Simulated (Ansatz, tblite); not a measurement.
Isomers of Ga$_{3}$H$_{2}$ (doublet), found by a short tight-binding search and relaxed with r2SCAN-D4/def2-SVP in Ansatz.

The xTB rows come from tblite. Correlated methods freeze 27 core orbitals; core or outer-core shells of Ga are correlated, in sets that lack core-valence functions.

Run but left out: MP2/def2-SVP (B: ⟨S²⟩ 0.97, where a pure state has 0.75).

A: At CCSD(T)/def2-SVP the charge 0 doublet is spin-contaminated (final ⟨S²⟩ up to 0.89, 0.75 for a pure state). B: At CCSD(T)/def2-SVP, PBE-QIDH/def2-TZVP the charge 0 doublet is spin-contaminated (final ⟨S²⟩ up to 0.97, 0.75 for a pure state).

Other spin states were run for one of them alone.

A:

```xyz
5

Ga    0.233   -0.968    0.930
Ga    1.203    1.252    1.088
Ga   -0.187    1.016   -0.889
H    -1.010    1.174   -2.240
H    -0.238   -2.475    1.110
```

B:

```xyz
5

Ga    0.918    1.689   -0.212
Ga   -0.164   -0.298    1.057
Ga    0.911   -1.347   -1.057
H    -0.826    1.203    0.456
H    -0.839   -1.247   -0.245
```

Task: Estimate which lies lowest at each level, and how far above it the others are (kJ/mol).

Result: 
```tsv
level	A	B
GFN1-xTB	36.3	0.0
GFN2-xTB	52.3	0.0
HF/def2-SVP	0.0	46.2
PBE-D4/def2-TZVP	0.0	19.8
r2SCAN-D4/def2-TZVP	0.0	37.0
PBE0-D4/def2-TZVP	0.0	31.5
r2SCAN0-D4/def2-TZVP	0.0	40.4
PBE-QIDH/def2-TZVP	0.0	56.0
CCSD/def2-SVP	0.0	45.6
CCSD(T)/def2-SVP	0.0	47.5
```
Point groups (tolerance 0.1 Å): A C2v, B Cs. Lower isomers may exist.
